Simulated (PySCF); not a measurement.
Ti(Cl)3(OMe) (CH3Cl3OTi), SMILES [Cl][Ti]([Cl])([O]C)[Cl], multiplicity 1.

Geometry optimised at PBE0-D3(BJ)/def2-SVP. The spin state was assumed, not searched. Other conformers were not sampled.

Calculation: PBE0-D3(BJ)/def2-SVP (PySCF).

Frequencies are harmonic and unscaled.

Modes within 1.5 cm⁻¹ of each other (mostly degenerate sets) share a row, with their intensities summed.

```json
[
 {"mode": "1–2", "ν (cm⁻¹)": "36", "IR (km/mol)": "7.4", "moving atoms (share of kinetic energy)": "C 38 %, Cl 31 %, H 22 %"},
 {"mode": "3", "ν (cm⁻¹)": "61", "IR (km/mol)": "0.0", "moving atoms (share of kinetic energy)": "H 99 %"},
 {"mode": "4–5", "ν (cm⁻¹)": "116", "IR (km/mol)": "0.4", "moving atoms (share of kinetic energy)": "Cl 89 %"},
 {"mode": "6", "ν (cm⁻¹)": "134", "IR (km/mol)": "2.5", "moving atoms (share of kinetic energy)": "Cl 57 %, Ti 23 %, O 10 %, C 8 %"},
 {"mode": "7–8", "ν (cm⁻¹)": "227", "IR (km/mol)": "9.1", "moving atoms (share of kinetic energy)": "O 68 %, Cl 22 %"},
 {"mode": "9", "ν (cm⁻¹)": "390", "IR (km/mol)": "20.4", "moving atoms (share of kinetic energy)": "Cl 85 %"},
 {"mode": "10–11", "ν (cm⁻¹)": "499", "IR (km/mol)": "296.6", "moving atoms (share of kinetic energy)": "Ti 57 %, Cl 42 %"},
 {"mode": "12", "ν (cm⁻¹)": "664", "IR (km/mol)": "66.1", "moving atoms (share of kinetic energy)": "Ti 43 %, C 37 %, H 11 %, O 9 %"},
 {"mode": "13–14", "ν (cm⁻¹)": "1157", "IR (km/mol)": "2.6", "moving atoms (share of kinetic energy)": "H 77 %, C 19 %"},
 {"mode": "15", "ν (cm⁻¹)": "1268", "IR (km/mol)": "530.9", "moving atoms (share of kinetic energy)": "O 61 %, C 35 %"},
 {"mode": "16–17", "ν (cm⁻¹)": "1457", "IR (km/mol)": "18.8", "moving atoms (share of kinetic energy)": "H 97 %"},
 {"mode": "18", "ν (cm⁻¹)": "1460", "IR (km/mol)": "0.1", "moving atoms (share of kinetic energy)": "H 86 %"},
 {"mode": "19", "ν (cm⁻¹)": "3044", "IR (km/mol)": "39.7", "moving atoms (share of kinetic energy)": "H 98 %"},
 {"mode": "20–21", "ν (cm⁻¹)": "3152", "IR (km/mol)": "15.8", "moving atoms (share of kinetic energy)": "H 90 %, C 10 %"}
]
```
